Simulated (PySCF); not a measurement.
Computed shifts of a molecule C₂H₉FSi₃, PBE/pcSseg-1 run with PySCF, GIAO, gas phase, atoms alike by connectivity averaged where their shifts nearly agree, in ppm (number of nuclei): ¹⁹F: -194.1 (1). ¹³C: 94.7 (1), 30.9 (1). ²⁹Si: -46.3 (1), -87.3 (1), -109.7 (1). ¹H: 5.46 (1), 4.93 (1), 4.41 (1), 4.13 (1), 4.02 (3), 2.77 (1), 2.46 (1). References: ¹⁹F against CFCl3 (σ = 133.6 ppm); ¹³C against TMS (σ = 182.0 ppm); ²⁹Si against TMS (σ = 335.4 ppm); ¹H against TMS (σ = 31.49 ppm), references at their B3LYP-D3(BJ)/def2-TZVP geometries, non-relativistic. Geometry: B3LYP-D3(BJ)/def2-SVP. Other conformers were not sampled.

### Question
Which molecule gave these data?
A. F[C@@H]1C[SiH2][SiH2][SiH2]1
B. F[SiH]1C[SiH2][SiH2]C1
C. F[C@H]1C[SiH2][Si@@H]1[SiH3]
D. C=C[Si](F)([SiH3])[SiH3]

### Answer
C, F[C@H]1C[SiH2][Si@@H]1[SiH3]
